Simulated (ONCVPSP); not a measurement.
**Before and after: ONCV potential for iodine**

ONCVPSP 4.0.1 input, shortened (lines: element, Z, core and valence counts, functional; n l f; lmax; l rc ep ncon nbas qcut; lloc lpopt rc5 dvloc0; l nproj debl; icmod fcfact rcfact), revPBE, non-relativistic:

```
  I 53.00    6    5  -102130      upf
    1    0    2.00
    2    0    2.00
    2    1    6.00
    3    0    2.00
    3    1    6.00
    3    2   10.00
    4    0    2.00
    4    1    6.00
    4    2   10.00
    5    0    2.00
    5    1    5.00
    2
    0    1.40    0.00    3    7    7.30
    1    1.10    0.00    4    8   14.90
    2    1.30    0.00    4    9    9.60
    4    5    0.75    0.00
    0    2    3.90
    1    2    1.50
    2    2    1.40
    3    6.00    1.60
```

In the d channel the program set the typed energies aside and used -1.935, 0.250 Ha.

Change: s: nproj 3.

Cutoffs: the cutoffs (Ha) at which the residual kinetic energy of the hardest occupied pseudo-wave falls to 1 and 0.1 mHa per electron; they do not see the model core or the augmentation charge, which bear on the density cutoff. Errors are all-electron minus pseudo energies relative to the spin-unpolarised reference configuration.

Task: What does the change do?

Result: The potential gets neither clearly harder nor softer (68 Ha and 81 Ha → 68 Ha and 81 Ha); the lowest positive-energy flag moves from s at 8.3 eV to s at 214.0 eV; of the 4 tests that both files solve, the error grows in 0 and shrinks in 2 by more than 15 % and 0.3 meV (median size 0.4 → 0.1 meV); the range in which the s phases agree widens (upper end 0.2 → at the end of the scan); neither file shows a bound ghost.

| quantity | base | changed |
| --- | --- | --- |
| cutoff, loose | 68 Ha | 68 Ha |
| cutoff, tight | 81 Ha | 81 Ha |
| bound ghosts | none | none |
| GHOST(+) flags under 300 eV | s at 8.3 eV | s at 214.0 eV |
| error for 4s2 4p6 4d10 5s2 5p4, meV [ΔE 11.13 eV] | +0.1 | 0.0 |
| error for 4s2 4p6 4d10 5s2 5p3, meV [ΔE 30.91 eV] | +0.7 | +0.1 |
| error for 4s2 4p6 4d10 5s2 5p2, meV [ΔE 60.06 eV] | +2.9 | +0.5 |
| error for 4s2 4p6 4d10 5s2 5p4.5, meV [ΔE 4.54 eV] | 0.0 | 0.0 |
| s: phases at 1.42 bohr within 0.05 rad from the reference energy up to (Ha; the scan ends near 5) | 0.2 | to the end of the scan |
| p: phases at 1.12 bohr within 0.05 rad from the reference energy up to (Ha; the scan ends near 5) | to the end of the scan | to the end of the scan |
| d: phases at 1.32 bohr within 0.05 rad from the reference energy up to (Ha; the scan ends near 5) | to the end of the scan | to the end of the scan |
| rms error of d²Exc/dni dnj with the model core, mHa | 3.75 | 3.75 |
